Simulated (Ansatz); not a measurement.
`[Cl][Zn][N]1C=C1`. Total charge 0; spin multiplicity 1.

```
atom   x (Å)   y (Å)   z (Å)
 Cl1   1.183  -2.700  -2.433
 Zn2   0.580  -1.294  -0.977
  N3   0.201  -0.326   0.563
  C4   0.169   1.172   0.644
  C5  -0.964   0.606   0.721
  H6   0.861   1.993   0.643
  H7  -2.030   0.549   0.838
```

Problem. What are the harmonic wavenumbers in cm⁻¹ at PBE0-D4/def2-TZVP (Ansatz, finite differences of forces, unscaled)? (Estimate.)

Solution. Computed: 66, 70, 254, 273, 366, 451, 507, 564, 753, 929, 984, 1096, 1814, 3306, 3370.

Problem. Is this a minimum?

Solution. Yes, all 15 modes are real.

Problem. Give the ideal-gas thermochemistry at 298.15 K and 1 bar (rigid rotor, harmonic oscillator; point group Cs, symmetry number 1).

Solution. Zero-point energy 88.5 kJ/mol; H(298) − E = 108.3 kJ/mol; entropy 346.1 J/(mol·K), of which translation 170.6, rotation 111.7, vibration 63.9; G(298) − E = 5.1 kJ/mol. Modes under 100 cm⁻¹ are hindered rotations or soft bends, so the harmonic entropy is rough.

Problem. Rotational constants (cm⁻¹)?

Solution. 0.7916, 0.0395, 0.03872.
